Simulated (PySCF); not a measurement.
## Radial density of I (iodine, neutral)

r2SCAN0, [Kr] 4d10 5s2 5p5, 2P determinant. All numbers are calculated (PySCF 2.14, scalar relativity by spin-free X2C-1e, in x2c-TZVPPall (8s6p4d2f, 60 functions)).

```json
{"r (bohr)": "0.0248", "4πr²ρ (e/bohr)": "65.82", "4πr²(ρα − ρβ)": "0.0062"}
{"r (bohr)": "0.0417", "4πr²ρ (e/bohr)": "60.53", "4πr²(ρα − ρβ)": "0.0171"}
{"r (bohr)": "0.0701", "4πr²ρ (e/bohr)": "84.91", "4πr²(ρα − ρβ)": "0.0187"}
{"r (bohr)": "0.118", "4πr²ρ (e/bohr)": "74.94", "4πr²(ρα − ρβ)": "-0.0042"}
{"r (bohr)": "0.198", "4πr²ρ (e/bohr)": "68.97", "4πr²(ρα − ρβ)": "0.0342"}
{"r (bohr)": "0.334", "4πr²ρ (e/bohr)": "54.11", "4πr²(ρα − ρβ)": "0.0042"}
{"r (bohr)": "0.561", "4πr²ρ (e/bohr)": "25.03", "4πr²(ρα − ρβ)": "0.0930"}
{"r (bohr)": "0.944", "4πr²ρ (e/bohr)": "20.06", "4πr²(ρα − ρβ)": "-0.0109"}
{"r (bohr)": "1.59", "4πr²ρ (e/bohr)": "5.473", "4πr²(ρα − ρβ)": "0.4133"}
{"r (bohr)": "2.67", "4πr²ρ (e/bohr)": "2.461", "4πr²(ρα − ρβ)": "0.3791"}
{"r (bohr)": "4.49", "4πr²ρ (e/bohr)": "0.2800", "4πr²(ρα − ρβ)": "0.0460"}
{"r (bohr)": "7.56", "4πr²ρ (e/bohr)": "0.0004254", "4πr²(ρα − ρβ)": "0.0001"}
```

Densities and radii are taken from the X2C orbitals without a picture-change correction, which distorts them close to the nucleus.

Q: Where is the radial spin density 4πr²(ρα − ρβ) most negative, and why is it negative at all?

A: Around r = 0.944 bohr, down to -0.0109 e/bohr: exchange with the open shell polarises the paired shells in an unrestricted calculation.
